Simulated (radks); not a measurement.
Problem. All-electron atom: Eu2+ in [Xe] 4f7. Method: scalar-relativistic Kohn-Sham, revPBE, spin-unpolarised, spherical densities, finite nucleus; Fermi nuclear charge, rms radius 5.1115 fm; computed with a radial shooting solver on a logarithmic mesh with Libxc functionals. Some entries of the table are withheld. Estimate them.

| orbital | occ. | eigenvalue (hartree) | <r^2> (bohr^2) |
|---|---|---|---|
| 1s | 2 | (1) | 0.0006793 |
| 2s | 2 | -292.3683 | 0.01068 |
| 2p | 6 | -260.5473 | 0.008591 |
| 3s | 2 | -64.71977 | 0.07114 |
| 3p | 6 | -54.81505 | 0.07128 |
| 3d | 10 | -41.57544 | 0.06001 |
| 4s | 2 | -13.24280 | 0.3616 |
| 4p | 6 | -9.98528 | (2) |
| 4d | 10 | -5.44661 | 0.4969 |
| 5s | 2 | -2.13802 | 2.140 |
| 5p | 6 | -1.36797 | 2.961 |
| 4f | 7 | (3) | 1.239 |

Solution. 
(1) 1s eigenvalue (hartree): -1777.848
(2) 4p <r^2> (bohr^2): 0.4087
(3) 4f eigenvalue (hartree): -0.59098
